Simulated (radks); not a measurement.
The numbers below are computed, except where a source is named.
Q: Br+, 34 electrons, occupied as [Ar] 3d10 4s2 4p3 5s1 (not the ground configuration). Level of theory: Dirac Kohn-Sham, PBEsol, spin-unpolarised, spherical densities, finite nucleus; open shells are shared between the two j in proportion to 2j + 1; Fermi nuclear charge, rms radius 4.1629 fm (a radial shooting solver on a logarithmic mesh with Libxc functionals). Some entries of the table are withheld. Estimate them.

orbital,occ.,eigenvalue (hartree),<r> (bohr)
1s1/2,2,-489.5306,0.04277
2s1/2,2,-64.25271,0.1894
2p1/2,2,-57.93983,(1)
2p3/2,4,-56.19601,(2)
3s1/2,2,-9.36395,0.5516
3p1/2,2,(3),0.5571
3p3/2,4,(4),0.5676
3d3/2,4,-3.10762,(5)
3d5/2,6,-3.06763,(6)
4s1/2,2,-1.29325,1.597
4p1/2,1,-0.81365,1.856
4p3/2,2,-0.79024,1.889
5s1/2,1,-0.27504,4.356

A: 
(1) 2p1/2 <r> (bohr): 0.1628
(2) 2p3/2 <r> (bohr): 0.1667
(3) 3p1/2 eigenvalue (hartree): -7.16927
(4) 3p3/2 eigenvalue (hartree): -6.91793
(5) 3d3/2 <r> (bohr): 0.5868
(6) 3d5/2 <r> (bohr): 0.5909
